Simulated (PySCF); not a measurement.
Cl₃Fe, SMILES [Fe-]([Cl])([Cl])[Cl] (connectivity only; charge and spin as stated), charge -1, multiplicity 5. The structure is a stationary point at PBE-D3(BJ)/def2-SVPD. The spin state was assumed, not searched.

Level of theory: PBE-D3(BJ)/def2-SVPD (PySCF).

Harmonic wavenumbers (cm⁻¹): 90, 90, 108, 278, 354, 354. Rotational constants (GHz): 1.890, 1.890, 0.9450; symmetry number 6.

### Question
Work out the zero-point energy and the ideal-gas rigid-rotor harmonic-oscillator thermochemistry at 298.15 K and 1 atm.

### Answer
ZPE = ½ Σ hcν = ½ × 1273 cm⁻¹ = 7.62 kJ/mol. H − E(el) = 26.43 kJ/mol. Entropy in J/(mol K): translation 172.21, rotation 106.21, vibration 60.55, spin 13.38, total 352.35. G − E(el) = -78.62 kJ/mol. Cp = 78.05 J/(mol K). Modes under 150 cm⁻¹ make the vibrational entropy uncertain.
